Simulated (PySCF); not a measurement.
**Bond curve of ZnH**

Set-up: Zn def2-SVPD, H def2-SVPD; no relativity (PySCF 2.14). Energies in eV from Zn + H in their ground configurations at the same level. State: ²Σ⁺ (doublet), unpaired electrons σ ↑.

```
R (Å)  UHF-SCS-MP2   HSE06      UHF
1.381       -0.919  -0.923  -0.4990
1.445       -1.093  -1.101  -0.7174
1.510       -1.188  -1.202  -0.8495
1.558       -1.219  -1.239  -0.9040
1.606       -1.222  -1.249  -0.9280
1.654       -1.202  -1.238  -0.9272
1.718       -1.147  -1.197  -0.8958
1.799       -1.045  -1.118  -0.8216
1.895       -0.893  -0.997  -0.7017
2.024       -0.667  -0.819  -0.5252
```

Q: Put a parabola through the three lowest points of the UHF-SCS-MP2 curve and estimate Re, k and ωe (reduced mass 0.9922 u; 1 eV/Å² = 0.16022 mdyn/Å; ωe = 1302.8·√(k/μ) cm⁻¹).

A: Through R = 1.558, 1.606, 1.654 Å the second-order coefficient is 4.99 eV/Å², so Re ≈ 1.588 Å, k ≈ 1.60 mdyn/Å and ωe ≈ 1654 cm⁻¹. A polynomial fit of higher order to the unrounded UHF-SCS-MP2 energies gives Re = 1.587 Å, k = 1.71 mdyn/Å, ωe = 1710 cm⁻¹; anharmonicity and rounding make the difference.

The higher-order fit for each curve: UHF-SCS-MP2: Re = 1.587 Å, ωe = 1710 cm⁻¹, De = 1.22 eV; HSE06: Re = 1.603 Å, ωe = 1592 cm⁻¹, De = 1.25 eV; UHF: Re = 1.628 Å, ωe = 1628 cm⁻¹, De = 0.93 eV.

Correlated steps freeze 5 core orbitals. Correlated levels converge slowly with the basis: in double zeta they bind strong bonds too weakly, by up to about 1 eV, and carry superposition errors of some tenths. The state is the lowest determinant that a PBE0 search found; another state may lie lower at other levels.
